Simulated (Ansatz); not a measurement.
Cost and result for the atomization energy of `[NH2][Al]([F])[F]` (6 atoms, 5 bonds).

Charge 0, multiplicity 1. The structure was optimised at the PBE0-D4/def2-TZVP level. It is one conformer, not always the lowest. Program: Ansatz. All runs use 4 threads of an Arm Neoverse V1 on a shared host. Times are those of one run each, without the atoms' runs, and a repeat can differ threefold. Electronic energies, without spin–orbit coupling; frozen cores. CCSD(T)/CBS adds CCSD(T) − MP2 in def2-TZVPP to the MP2 limit, and its time is that of the two runs behind it. T1 = 0.012. B3LYP takes the VWN-RPA correlation (the form of Gaussian; ORCA's B3LYP/G).

CCSD(T)/CBS is a level of theory with its own doubt, some kJ/mol a heavy atom from the limit and from the frozen cores, so smaller differences don't rank the functionals.

| level | functions | wall time |
| --- | --- | --- |
| LDA (SPW92)/def2-TZVPP | 163 | 0.55 s |
| revPBE-D4/def2-TZVPP | 163 | 0.85 s |
| BLYP-D4/def2-TZVPP | 163 | 0.9 s |
| CCSD(T)/def2-SVP | 70 | 0.96 s |
| PBE0-D4/def2-TZVPP | 163 | 1.1 s |
| CAM-B3LYP-D4/def2-TZVPP | 163 | 1.3 s |
| B3LYP-D4/def2-TZVPP (with forces) | 163 | 1.5 s |
| r2SCAN-D4/def2-TZVPP (with forces) | 163 | 2.2 s |
| r2SCANh-D4/def2-TZVPP | 163 | 2.2 s |
| ωB97X-V/def2-TZVPP | 163 | 3 s |
| MP2/def2-QZVPP | 301 | 7.5 s |
| CCSD(T)/def2-TZVPP | 163 | 19 s |
| CCSD(T)/CBS(def2) | – | 26 s |

(1) What atomization energy does each give, and how far from CCSD(T)/CBS? (An estimate is asked.)

## Answers

(1) Computed: 
```json
{"level": "LDA (SPW92)/def2-TZVPP", "atomization (kJ/mol)": "2671.6", "difference from CCSD(T)/CBS": "299.7", "per bond": "59.9"}
{"level": "revPBE-D4/def2-TZVPP", "atomization (kJ/mol)": "2305.7", "difference from CCSD(T)/CBS": "-66.2", "per bond": "-13.2"}
{"level": "BLYP-D4/def2-TZVPP", "atomization (kJ/mol)": "2359.1", "difference from CCSD(T)/CBS": "-12.8", "per bond": "-2.5"}
{"level": "CCSD(T)/def2-SVP", "atomization (kJ/mol)": "2174.8", "difference from CCSD(T)/CBS": "-197.1", "per bond": "-39.4"}
{"level": "PBE0-D4/def2-TZVPP", "atomization (kJ/mol)": "2310.9", "difference from CCSD(T)/CBS": "-61.0", "per bond": "-12.2"}
{"level": "CAM-B3LYP-D4/def2-TZVPP", "atomization (kJ/mol)": "2367.1", "difference from CCSD(T)/CBS": "-4.8", "per bond": "-1.0"}
{"level": "B3LYP-D4/def2-TZVPP (with forces)", "atomization (kJ/mol)": "2341.2", "difference from CCSD(T)/CBS": "-30.7", "per bond": "-6.1"}
{"level": "r2SCAN-D4/def2-TZVPP (with forces)", "atomization (kJ/mol)": "2346.5", "difference from CCSD(T)/CBS": "-25.4", "per bond": "-5.1"}
{"level": "r2SCANh-D4/def2-TZVPP", "atomization (kJ/mol)": "2321.2", "difference from CCSD(T)/CBS": "-50.7", "per bond": "-10.1"}
{"level": "ωB97X-V/def2-TZVPP", "atomization (kJ/mol)": "2352.8", "difference from CCSD(T)/CBS": "-19.1", "per bond": "-3.8"}
{"level": "MP2/def2-QZVPP", "atomization (kJ/mol)": "2429.3", "difference from CCSD(T)/CBS": "57.4", "per bond": "11.5"}
{"level": "CCSD(T)/def2-TZVPP", "atomization (kJ/mol)": "2289.4", "difference from CCSD(T)/CBS": "-82.5", "per bond": "-16.5"}
{"level": "CCSD(T)/CBS(def2)", "atomization (kJ/mol)": "2371.9", "difference from CCSD(T)/CBS": "0.0", "per bond": "0.0"}
```

From PBE to PBE0 (25 % exact exchange), in def2-TZVPP and without D4, the atomization energy moves by −65.5 kJ/mol: exact exchange takes away binding that semilocal exchange gives to molecules. In def2-TZVPP, CCSD(T) changes the Hartree–Fock value by +606.9 kJ/mol (the triples alone add +35.7 kJ/mol) and MP2 by +695.6 kJ/mol; breaking electron pairs costs correlation energy, which Hartree–Fock lacks. Leaving LDA and LC-ωPBE aside and taking each functional with its dispersion term where it has one, the values, not all of them listed here, spread over 128.2 kJ/mol, from BHLYP-D4 to PBE-D4. LDA lies +302.2 kJ/mol from PBE without D4, its usual overbinding.
